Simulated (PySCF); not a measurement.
PySCF input (BP86/6-31G* with LANL2DZ past Ar (5d)):

```python
from pyscf import gto, dft

mol = gto.M(
    atom='''
    Hg   -0.00000000   -0.00000000   -0.39797072
    Cl    0.00000000    0.00000000    1.87280339
    ''',
    basis={'default': '6-31g*', 'Hg': 'lanl2dz'},
    ecp={'Hg': 'lanl2dz'},
    charge=1,
    spin=0,
    verbose=4,
)

mf = dft.RKS(mol, xc='bp86')
mf.grids.level = 3
mf.conv_tol = 1e-9
mf.max_cycle = 100
mf.max_memory = 1500
mf.kernel()
if not mf.converged:
    mf = mf.newton()
    mf.kernel(mf.make_rdm1())
mf.dip_moment()
```

From the last part of the output:

```
direct_scf_tol = 1e-13
XC library pyscf.dft.libxc version 7.1.2
    S. Lehtola, C. Steigemann, M. J. T. Oliveira, and M. A. L. Marques,  SoftwareX 7, 1–5 (2018)
XC functionals = bp86
    A. D. Becke,  Phys. Rev. A 38, 3098 (1988)
    J. P. Perdew,  Phys. Rev. B 33, 8822 (1986)
    J. P. Perdew,  Phys. Rev. B 34, 7406–7406 (1986)
radial grids:
    Treutler-Ahlrichs [JCP 102, 346 (1995); DOI:10.1063/1.469408] (M4) radial grids

becke partition: Becke, JCP 88, 2547 (1988); DOI:10.1063/1.454033
pruning grids: <function nwchem_prune>
grids dens level: 3
symmetrized grids: False
atomic radii adjust function: <function treutler_atomic_radii_adjust>
small_rho_cutoff = 0
Set gradient conv threshold to 3.16228e-05
Initial guess from minao.
tot grids = 42624
init E= -500.010455718624
  HOMO = -0.130522380940294  LUMO = -0.0483086852463535  gap/eV = 2.23715
cycle= 1 E= -502.032595731744  delta_E= -2.02  |g|= 1.78  |ddm|= 3.25
  HOMO = -0.427087683282146  LUMO = -0.420100633097468  gap/eV = 0.19013
cycle= 2 E= -497.652617631522  delta_E= 4.38  |g|= 3.01  |ddm|= 4.48
  HOMO = -0.800796254867165  LUMO = -0.465070315519038  gap/eV = 9.13557
cycle= 3 E= -502.514252165734  delta_E= -4.86  |g|= 0.911  |ddm|= 4.17
  HOMO = -0.449408444830933  LUMO = -0.401630812590532  gap/eV = 1.30010
cycle= 4 E= -502.836628660683  delta_E= -0.322  |g|= 0.45  |ddm|= 2.08
  HOMO = -0.47275778581425  LUMO = -0.435010776662507  gap/eV = 1.02715
cycle= 5 E= -502.894464225311  delta_E= -0.0578  |g|= 0.173  |ddm|= 0.393
  HOMO = -0.49639673493308  LUMO = -0.43471942343729  gap/eV = 1.67833
cycle= 6 E= -502.907027964039  delta_E= -0.0126  |g|= 0.0273  |ddm|= 0.286
  HOMO = -0.49297829518579  LUMO = -0.436472876876109  gap/eV = 1.53759
cycle= 7 E= -502.907512884811  delta_E= -0.000485  |g|= 0.00675  |ddm|= 0.0628
  HOMO = -0.493234354931675  LUMO = -0.436381728245324  gap/eV = 1.54704
cycle= 8 E= -502.907532231675  delta_E= -1.93e-05  |g|= 0.00134  |ddm|= 0.00999
  HOMO = -0.493377768916007  LUMO = -0.43640945313248  gap/eV = 1.55019
cycle= 9 E= -502.907532839163  delta_E= -6.07e-07  |g|= 0.000121  |ddm|= 0.00162
  HOMO = -0.493362344870807  LUMO = -0.436407389081555  gap/eV = 1.54982
cycle= 10 E= -502.907532846351  delta_E= -7.19e-09  |g|= 6.79e-06  |ddm|= 0.000198
  HOMO = -0.493363018766252  LUMO = -0.436407653566588  gap/eV = 1.54983
cycle= 11 E= -502.907532846374  delta_E= -2.3e-11  |g|= 1.3e-07  |ddm|= 1.2e-05
  HOMO = -0.493363019598917  LUMO = -0.436407644548832  gap/eV = 1.54983
Extra cycle  E= -502.907532846374  delta_E= -2.27e-13  |g|= 1.48e-07  |ddm|= 4.07e-07
converged SCF energy = -502.907532846374

WARN: System has nonzero charge 1; the dipole moment is origin-dependent.
Location of origin: [0. 0. 0.]

Dipole moment(X, Y, Z, Debye):  0.00000, -0.00000, -3.48987
```

The dipole moment of an ion depends on the origin.
